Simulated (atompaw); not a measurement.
# Before and after: PAW (atompaw) potential for Ge (Z = 32)

```
Element                 : germanium (Ge)
Generator               : atompaw 4.2.0.5
Type                    : PAW
Functional              : PBEsol
Relativity              : scalar-relativistic
Frozen core             : [Ar] 3d10
Valence charge          : 4
Reference configuration : 4s1.75 4p2.25
Partial waves           : 4s (bound): rc 2.45 bohr; 4s channel at -0.2 Ry: rc 1.40 bohr; 4p (bound): rc 2.45 bohr; 4p channel at 0.05 Ry: rc 2.45 bohr; 4d channel at -0.2 Ry: rc 2.45 bohr
Local potential         : ultrasoft scheme with l = 3 at 0 Ry, radius 2.35 bohr
Core correction         : smooth core density matched at 2.25 bohr
Augmentation charge     : besselshape compensation charge, radius 1.90 bohr; PAW radius 2.45 bohr; waves and projectors: custom polynom vanderbiltortho
```

Change: all radii scaled by about 1.31 (s 3.20, p 3.20, d 3.20 bohr); local potential ultrasoft scheme with l = 3 at 0 Ry, radius 3.06 bohr; augmentation besselshape compensation charge, radius 2.48 bohr; PAW radius 3.20 bohr; waves and projectors: custom polynom vanderbiltortho; core correction smooth core density matched at 2.94 bohr.

Cutoffs: the cutoffs (Ry, on a coarse ladder) from which the occupation-weighted sum of valence levels, in a spherical-Bessel basis at the reference potential, stays within 10 and 1 mRy of its value at 400 Ry; they do not see the model core or the augmentation charge, which bear on the density cutoff.

Q: What does the change do?

A: Both files are very soft, the changed one slightly softer (loose and tight cutoff 6 and 8 Ry → 6 and 6 Ry on this coarse ladder); the bound ghost in s disappears.

```json
{"quantity": "cutoff, loose", "base": "6 Ry", "changed": "6 Ry"}
{"quantity": "cutoff, tight", "base": "8 Ry", "changed": "6 Ry"}
{"quantity": "bound ghosts", "base": "s", "changed": "none"}
{"quantity": "lowest overlap eigenvalue by channel", "base": "s 0.03, p 0.69, d 1.00", "changed": "s 0.23, p 0.98, d 1.00"}
```

 A true bound ghost makes a file unfit for plane-wave use even where its test errors are small: the radial tests pick states by their node count and pass the ghost by. The cutoffs see the waves, projectors and local potential, not the compensation charge or the core.
